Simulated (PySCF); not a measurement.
An unknown is described by computed data only.

Formula: C5H10N2Si.

| Property | Result |
| --- | --- |
| 13C NMR | chemical shifts (computed TMS as zero) by class: 108.0 (1 C), 89.0 (1 C), 47.3 (2 C), 5.8 (1 C) ppm [GIAO PBE0/pcSseg-1] |
| UV, first state | lowest singlet excitation: 5.30 eV (234 nm, f = 0.027) [TDDFT PBE0/def2-SVPD] |
| Triplet | lowest triplet excitation (Tamm–Dancoff): 4.82 eV [TDA PBE0/def2-SVPD] |
| Rotational structure | rotational constants A, B, C: 4.214, 0.819, 0.789 GHz [GFN2-xTB] |
| 1H NMR | chemical shifts (computed TMS as zero) by class: 5.17 (1 H), 3.44 (2 H), 3.33 (2 H), 2.02 (3 H), 0.23 (2 H) ppm [GIAO PBE0/pcSseg-1] |
| Polarisability | 98.4 au [PBE0/def2-SVPD] |
| Dipole | 1.17 D [PBE0/def2-SVPD] |
| NMR, other nuclei | isotropic shieldings of nuclei other than C and H, by class: 237 (2 N), 392 (1 Si) ppm [GIAO PBE0/pcSseg-1] |

Electronic properties: PySCF, gas phase, density fitting. Levels stand in brackets. Geometry: GFN2-xTB, one conformer, isolated molecule. NMR values are class means; diastereotopic atoms form classes of their own.

Problem. What is the compound? Reason from the data.

Solution. Numbering: `[CH3:1][C:2]#[C:3][SiH:4]1[NH:5][CH2:6][CH2:7][NH:8]1`. Its formula, C5H10N2Si, gives 3 degrees of unsaturation: 1 ring and 2 π bonds in the structure found. 5 carbons fall into 4 classes; from least to most shielded: alkyne carbon [C2] (108.0 ppm), alkyne carbon [C3] (89.0 ppm), ring sp3 carbon bound to nitrogen [C6/C7] (47.3 ppm, 2 C), propargylic carbon [C1] (5.8 ppm). Hydrogen classes from least to most shielded: 1 H on an SiH silicon, Si4 (5.17 ppm), 2 H on 2 like atoms (sp3 carbon bound to nitrogen), C6/C7 (3.44 ppm), 2 H on 2 like atoms (sp3 carbon bound to nitrogen), C6/C7 (3.33 ppm), 3 H on a propargylic carbon, C1 (2.02 ppm), 2 H on 2 silicon-bound nitrogens, N5/N8 (0.23 ppm). The other shieldings belong to: 237 ppm, silicon-bound nitrogen [N5/N8]; 392 ppm, SiH silicon [Si4]. The optimised geometry has point group C1 and is an asymmetric top. Structure: `CC#C[SiH]1NCCN1`. Computed isomers that give other values at the same levels: `C[C@@H]1CN[Si@@H](C#N)C1` (13C chemical shifts (computed TMS as zero) by class: 126.1 (1 C), 57.2 (1 C), 36.8 (1 C), 22.4 (1 C), 22.1 (1 C) ppm); `Cc1cnn([SiH3])c1C` (13C chemical shifts (computed TMS as zero) by class: 148.2 (1 C), 146.0 (1 C), 120.8 (1 C), 11.4 (1 C), 10.9 (1 C) ppm); `CCc1nccn1[SiH3]` (13C chemical shifts (computed TMS as zero) by class: 157.9 (1 C), 136.4 (1 C), 126.4 (1 C), 26.9 (1 C), 18.2 (1 C) ppm). The assignments are read from this structure; whether some other isomer fits the data as well wasn't checked.
